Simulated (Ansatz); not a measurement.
Basis-set extrapolation for `O[SiH2]C1=NC1` (PBE0-D4/def2-TZVP geometry, frozen core, Ansatz 0.2.0). Multiplicity 1, RHF reference.

|  | def2-TZVPP | def2-QZVPP |
| --- | --- | --- |
| HF | -496.962942 | -496.981831 |
| MP2 correlation | -0.875720 | -0.938330 |
| CCSD(T) correlation | -0.943089 | not run |

Energies in hartree. Use E(X) = E(∞) + A·exp(−7.88·√X) for Hartree–Fock and E(X) = E(∞) + B·X^(−2.97) for correlation, with X = 3 and 4, and add CCSD(T) minus MP2 of the smaller set to the MP2 limit.

Problem. What is the CCSD(T) energy at the basis-set limit?

Solution. HF limit: -496.981831 + (-0.018889) × 0.13774 = -496.98443. MP2 limit: -0.938330 + (-0.062610) × 0.74074 = -0.98471. Higher-order term: -0.943089 − (-0.875720) = -0.06737. Total: -498.03651 hartree, 81.9 kcal/mol below CCSD(T)/def2-TZVPP.
